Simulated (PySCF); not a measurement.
A GIAO shielding run with PySCF 2.14 (density fitting, non-relativistic, gas phase) on `C[C@@H]1[C@H](C)CC[C@H]1F`, C₇H₁₃F:

```
$ OMP_NUM_THREADS=1 python probes_run.py task.json out

{"job": {"kind": "nmr", "xc": "PBE0", "basis": "pcSseg-1"}, "charge": 0, "multiplicity": 1}
C      1.363201    -1.118057    -0.616465
C      0.700754    -0.408273     0.560054
C     -0.826791    -0.262443     0.433536
C     -1.566517    -1.507495    -0.030572
C     -0.992207     0.935912    -0.506066
C      0.144264     1.892193    -0.122873
C      1.167912     1.049660     0.651389
F      1.180987     1.446487     1.979768
H      2.445164    -1.095247    -0.502525
H      1.109107    -0.637587    -1.557621
H      1.052087    -2.158035    -0.658615
H      0.965912    -0.932644     1.482234
H     -1.204336     0.020822     1.421956
H     -1.292397    -1.769820    -1.049084
H     -2.639637    -1.331753    -0.002690
H     -1.341148    -2.349392     0.620103
H     -1.970408     1.402499    -0.402596
H     -0.885952     0.608818    -1.541309
H      0.598410     2.357080    -0.996413
H     -0.213780     2.684331     0.534572
H      2.196455     1.189888     0.302746
```

Hardware: 1 thread of an Arm Neoverse V2, shared host. The job also computes population analyses, field gradients, ring-centre shieldings.

(1) How large is the calculation?

(2) How long does it take, and how much memory does it need?

Results:

(1) 64 electrons, 201 basis functions and 1036 auxiliary functions.

(2) 42 s of wall time, with 13 SCF cycles and 4 response iterations; peak memory 0.9 GiB. Times on a shared host scatter by some tens of per cent.
